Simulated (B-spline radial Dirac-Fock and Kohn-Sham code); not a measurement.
# Levels of muonic ¹³⁸Sm

Nucleus: ¹³⁸Sm, Fermi distribution (skin thickness 2.3 fm), rms radius 4.9599 fm (measured, Angeli and Marinova 2013).

Calculated with a radial finite-basis atomic code, using the Dirac equation of a negative muon with reduced mass in the field of a spherical finite nucleus, with the Uehling potential to all orders; nuclear polarisation, deformation, hyperfine structure, self-energy, higher-order vacuum polarisation, relativistic recoil and electron screening are left out. For strongly deformed nuclei the low levels mix with nuclear rotations, which this model lacks.

```tsv
level	binding (keV)	point nucleus, no QED (keV)	vacuum polarisation (keV)	⟨r⟩ (fm)
1s1/2	7231	11420	48.348	9.2
2s1/2	2245	2895	11.735	29.6
2p1/2	2796	2895	17.639	19.8
2p3/2	2706	2737	16.251	20.7
3s1/2	1067	1269	4.232	62.6
3p1/2	1235	1269	5.645	50.0
3p3/2	1210	1222	5.329	51.1
3d3/2	1226	1222	4.882	42.1
3d5/2	1212	1207	4.685	42.8
```

**Question.** By how much does the finite nuclear size lower the 1s binding energy?

**Answer.** By 4241 keV, 37.12 % of the point-nucleus value (point value plus vacuum polarisation less the binding energy). The 1s orbit has ⟨r⟩ = 9.2 fm.
